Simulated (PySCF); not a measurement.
## Does the structure fit the spectrum?

A compound C₆H₉NOSi gives the data below (simulated from a calculation) and was assigned the structure `C=C(C#N)C[SiH2]C(C)=O`.

13C{1H} NMR (computed): δ 210.8 (C), 174.1 (C), 121.4 (C), 105.2 (CH), 28.6 (CH3), 21.5 (CH2).

1H NMR (400 MHz, computed): δ 5.55 (s, 1H), 4.16 (t, 3H), 2.41 (s, 3H), 2.25 (q, 2H).

Fast rotation and ring inversion assumed for equivalent nuclei, in vacuum, relativity neglected, a single conformation. GFN2-xTB geometry; PBE0/pcSseg-1 with gauge-including orbitals; PySCF.

Chemical shifts δ = σref − σ; 1H and 13C vs TMS, all at this level.

Q: Compare with the shifts computed for the proposed structure, pairing carbons in order of shift.

A: Atoms are numbered as in `[CH2:1]=[C:2]([C:3]#[N:4])[CH2:5][SiH2:6][C:7]([CH3:8])=[O:9]`. Hydrogens are named by the atom that carries them.

```
atom  computed for proposal  given list  difference
  C7                  242.3       210.8       +31.5
  C1                  141.6       174.1       -32.5
  C3                  124.0       121.4        +2.6
  C2                  123.8       105.2       +18.6
  C8                   42.8        28.6       +14.2
  C5                   21.3        21.5        -0.2
```

The rms difference is 20.8 ppm and the largest -32.5 ppm at C1 (terminal =CH2 carbon). The carbon types in order of shift don't match either: C, CH2, C, C, CH3, CH2 for the proposal against C, C, C, CH, CH3, CH2 in the data. The proposal doesn't fit.

Q: Which isomer fits?

A: SMILES CC(=O)/C(=C/C#N)C[SiH3].

Carbon types of the structure: 3 × C, 1 × CH, 1 × CH2, 1 × CH3, leaving 3 H on heteroatoms. δC 210.8: ketone carbonyl carbon; low-lying n→π* states of the double bond to the heteroatom give a large paramagnetic term (-275 ppm). δC 174.1: α carbon of a C=C–C=O unit. δC 121.4: nitrile carbon; this is the usual window of a C≡N carbon, which has no attached hydrogen. δC 105.2: β carbon of a C=C–C=O unit.

Other isomers checked: N#CCC1=C[SiH2]CCO1 (rms 32.9 ppm).

This is the structure that produced the data.

Shifts are as computed. Against solution values, carbons near 30 ppm lie about +3 ppm off and those near 130 ppm about +5 ppm. Of 1309 compounds with measured shifts, 239 miss one by over three times the rms of a fit or turn the order of signals round; such compounds aren't used in these exercises. No couplings were computed; multiplicities are counted from neighbouring protons, with m where these are inequivalent, close in shift, in a saturated or five-membered ring or joined by F or P, and br s for small geminal =CH2 splittings.
